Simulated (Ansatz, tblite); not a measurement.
Forces on the cluster VB₆⁺ at its r2SCAN-D4/def2-SVP geometry. The state is a singlet with charge 1.

The xTB rows come from tblite. The restricted singlet is unstable towards broken spin symmetry at other levels; at PBE-D4/def2-TZVP this wasn't settled. No other spin state of charge 1 was run. The geometry of the singlet was relaxed on an unsound state (restricted singlet, unstable towards broken spin symmetry at other levels and untested here). Another isomer (singlet) lies 0.54 eV lower at PBE0-D4/def2-TZVP; other spin states weren't run for this one.

GFN1-xTB (tblite), largest force 3.35 eV/Å:

```xyz
7
positions Å, forces eV/Å
V    -1.415   -2.232   -1.051   -1.062   -2.602   -1.828
B     1.771    1.697    0.087   -0.741   -0.220    0.513
B    -1.374   -0.975    0.316    0.807    2.522    2.000
B    -0.106   -0.746   -0.727    1.837    1.460   -0.245
B    -0.411    0.299    0.756   -0.742   -0.153    0.588
B     0.594    1.479    1.049   -0.081    0.522    0.668
B     0.941    0.477   -0.429   -0.018   -1.530   -1.695
```

GFN2-xTB (tblite), largest force 1.87 eV/Å:

```
V 0.130 -0.208 -0.366
B -1.540 -0.669 0.828
B 0.795 1.410 0.765
B 0.512 0.675 0.232
B -0.264 -0.451 -0.235
B 0.617 -0.234 -0.894
B -0.250 -0.523 -0.329
```

PBE-D4/def2-TZVP (Ansatz), largest force 0.37 eV/Å:

```
V 0.031 -0.054 -0.092
B -0.272 -0.178 0.079
B 0.166 0.289 0.154
B 0.067 0.102 0.045
B -0.046 -0.055 -0.014
B 0.052 -0.129 -0.197
B 0.001 0.024 0.025
```
